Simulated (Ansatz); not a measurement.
Al4As4H14, a cluster cut from wurtzite AlAs (hydrogen-capped). The state is a triplet with charge 0. Geometry r2SCAN-D4/def2-SVP, that of the neutral singlet.

Cartesian coordinates in Å:
```
Al -0.133 -2.382 -1.511
As 0.610 -0.081 -2.407
Al -2.576 -0.190 1.141
As -0.598 -1.678 0.837
As -1.595 1.906 0.005
Al 0.694 1.952 -0.972
Al 1.410 -1.084 2.193
As 2.021 1.090 0.949
H -1.468 -2.688 -2.322
H 1.186 -3.268 -1.620
H -0.184 0.331 -3.622
H 1.964 -0.148 -3.069
H -3.786 -0.598 0.189
H -2.763 0.258 2.658
H -1.057 -2.969 1.481
H -2.497 2.422 -1.090
H -1.662 3.117 0.903
H 1.176 3.305 -1.647
H 2.642 -2.047 1.894
H 1.020 -0.582 3.653
H 3.449 1.074 0.462
H 2.148 2.260 1.894
```

Single mean-field runs in def2-TZVP are fitted with def2-universal-jkfit. At PBE-D4/def2-TZVP the gap within one spin of the charge 0 triplet nearly closes, so an electron or hole may be smeared out by delocalisation error. At PBE0-D4/def2-TZVP a singlet of charge 0 lies 5.06 eV below the triplet at the same geometry.

Problem. Estimate the α-spin orbital energies around the gap (eV) in Ansatz with PBE-D4/def2-TZVP, PBE0-D4/def2-TZVP.

Solution. 
```csv
orbital,PBE-D4/def2-TZVP,PBE0-D4/def2-TZVP
HOMO−5,-7.17,-8.45
HOMO−4,-7.09,-8.12
HOMO−3,-6.97,-8.09
HOMO−2,-6.91,-7.98
HOMO−1,-6.73,-7.71
HOMO,-2.11,-2.64
LUMO,-2.04,-1.34
LUMO+1,-1.84,-1.12
LUMO+2,-1.72,-0.95
LUMO+3,-1.23,-0.56
LUMO+4,-1.22,-0.50
LUMO+5,-0.86,-0.08
β HOMO,-6.61,-7.60
β LUMO,-6.64,-6.47
```
